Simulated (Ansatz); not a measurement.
Gas-phase reaction in SMILES: I (HI) → I (HI) as doublet, charge +1 + e-
Each molecule is optimised on its own at B3LYP-D3(BJ)/def2-TZVP (Ansatz, a program for electronic structure). A spin state is the lowest found, not a proven ground state.
Geometry of the first species:
```
I
H 1 1.6155
```
Charge 0, spin multiplicity 1.

Quantity: adiabatic ionisation energy (electronic energy difference), in eV. Valence correlation only, unless marked. Open shells are spin-unrestricted. Spin-orbit coupling is left out. The frozen core is the preceding noble-gas configuration, with the filled d and f shells of earlier blocks. In def2 rows, elements after Kr have scalar-relativistic effective core potentials. STO-3G rows are all-electron and non-relativistic. CBS marks a two-point X^-3 extrapolation of the correlation energy; Hartree-Fock from the larger set.

```tsv
level	program	adiabatic ionisation energy (eV)	minus last row
revPBE-D4/def2-TZVPD	Ansatz + dftd4	10.45	-0.23
B3LYP-D3(BJ)/def2-TZVPD	Ansatz + dftd3	10.62	-0.06
PBE0/STO-3G	Ansatz	8.98	-1.70
PBE0-D3(BJ)/def2-TZVP	Ansatz + dftd3	10.55	-0.13
PBE0/def2-QZVPP	Ansatz	10.55	-0.13
HSE06-D3(BJ)/def2-TZVPD	Ansatz + dftd3	10.55	-0.13
CCSD/def2-SVP	Ansatz	10.19	-0.49
CCSD(T)/def2-QZVPPD	Ansatz	10.57	-0.11
CCSDT(Q)/def2-SVP	Ansatz	10.20	-0.48
CCSD(T)/CBS(def2-TZVPPD,def2-QZVPPD)	Ansatz	10.68	0.00
```
